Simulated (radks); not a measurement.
The numbers below are computed, except where a source is named.
Zn3+, 27 electrons, occupied as [Ar] 3d9. Level of theory: scalar-relativistic Kohn-Sham, r2SCAN, spin-unpolarised, spherical densities, finite nucleus; meta-GGA in the generalised Kohn-Sham scheme; Fermi nuclear charge, rms radius 3.9283 fm (a radial shooting solver on a logarithmic mesh with Libxc functionals). Some entries of the table are withheld. Estimate them.

orbital,occ.,eigenvalue (eV),<1/r> (bohr^-1)
1s,2,-9596.927,30.22
2s,2,-1211.908,6.603
2p,6,(1),6.463
3s,2,(2),2.098
3p,6,-127.7429,1.946
3d,9,(3),1.601

Answer. 
(1) 2p eigenvalue (eV): -1054.293
(2) 3s eigenvalue (eV): -175.3959
(3) 3d eigenvalue (eV): -51.0115
